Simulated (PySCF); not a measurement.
BeS: one state, many levels of theory

State: ¹Σ⁺ (singlet), closed shell. Set-up: PySCF, no relativity, basis sets Be 6-311G(d,p), S 6-311G(d,p). De refers to Be + S in their high-spin ground configurations, without counterpoise correction. A positive dipole means Be(−)S(+).

```csv
Level,Re (Å),ωe (cm⁻¹),De (eV),μ (D),"CPU s a point (SCF and correlation, without the integrals)"
RHF,1.729,1066,1.69,-6.57,0.049
RHF-MP2,1.751,1009,3.24,n/a,0.071
RHF-SCS-MP2,1.751,1006,3.00,n/a,n/a
RHF-CCSD,1.746,1018,2.63,n/a,n/a
RHF-CCSD(T),1.758,986,2.86,n/a,0.54
PBE,1.756,986,3.78,-5.14,0.44
PW91,1.754,986,3.80,-5.14,0.33
BP86,1.758,980,3.73,-5.18,0.31
r²SCAN,1.747,1016,3.73,-5.55,0.66
TPSSh,1.746,1007,3.47,-5.48,0.74
PBE0,1.740,1026,3.51,-5.61,0.77
CAM-B3LYP,1.729,1043,3.32,-5.75,0.68
```

The bond length runs from 1.729 Å (RHF) to 1.758 Å (RHF-CCSD(T)). De spans 1.69 eV (RHF, mean field) to 3.80 eV (PW91, GGA). Correlation at CCSD(T) changes the Hartree–Fock bond energy by +1.17 eV; the triples alone change it by +0.23 eV.

Correlated steps freeze 5 core orbitals. Where the molecule has an RHF reference, its open-shell atoms are computed with UHF. The CCSD T1 diagnostic is raised, a sign that a single reference may not be enough here.

The whole job (state search and all levels along the bond) took about 1.2 min on 1 thread of Arm Neoverse V1 (shared host), peak memory 0.5 GiB.
